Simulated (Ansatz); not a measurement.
`CNC(=N)[SiH3]` + H₂ → `CNC=N` + SiH₄ at 298.15 K and 1 bar (hydrogenolysis of a C–Si bond).

Calculated with Ansatz (gas phase, PBE0-D4/def2-TZVP geometries, no zero-point term in ΔE). CCSD(T)/CBS is the MP2 limit (def2-TZVPP, def2-QZVPP) plus CCSD(T) − MP2 in def2-TZVPP, frozen cores. This one scheme is used for every species. Each species was taken in one conformer, which may not be the lowest.

```csv
species,CCSD(T)/CBS energy (Eh),H − E (kJ/mol),S (J/(mol·K))
`CNC(=N)[SiH3]`,-479.37596,288.5,352.8
H₂,-1.17544,35.1,130.4
`CNC=N`,-189.09808,243.4,294.5
SiH₄,-291.46306,92.1,204.8
```

H − E and S are ideal-gas, rigid-rotor, harmonic terms from PBE0-D4/def2-TZVP, for one conformer and one mirror image of each species. For small species the MP2-based limit differs from directly extrapolated CCSD(T) by up to some mEh (0.8 for H₂); such offsets cancel only in part. 1 Eh = 2625.50 kJ/mol, R = 8.31446 J/(mol·K).

Question: By hand: ΔE, ΔH, ΔS and ΔG.

Answer: ΔE = (-189.09808) + (-291.46306) − (-479.37596) − (-1.17544) = -0.00974 Eh = -25.6 kJ/mol. Δ(H − E) = 243.4 + 92.1 − 288.5 − 35.1 = 11.9, so ΔH = -13.7 kJ/mol. ΔS = 294.5 + 204.8 − 352.8 − 130.4 = 16.1 J/(mol·K). ΔG = -13.7 − 298.15 × (16.1)/1000 = -18.5 kJ/mol.

Question: By hand: the equilibrium constant, and the temperature at which ΔG would vanish if ΔH and ΔS stayed fixed.

Answer: log₁₀ K = −ΔG/(RT ln 10) = 3.2. ΔH and −TΔS have one sign here, so there is no such temperature.

TΔS isn't small against ΔH here. A doubt of 5 kJ/mol in ΔE shifts log₁₀ K by 0.9 here. Other conformers and mirror images would add mixing entropy, several J/(mol·K) or more a flexible species. These are equilibria of isolated gas molecules and say nothing of rates. Largest T1 diagnostic: 0.014 (customary marks: 0.02 for closed shells, 0.045 for open ones).
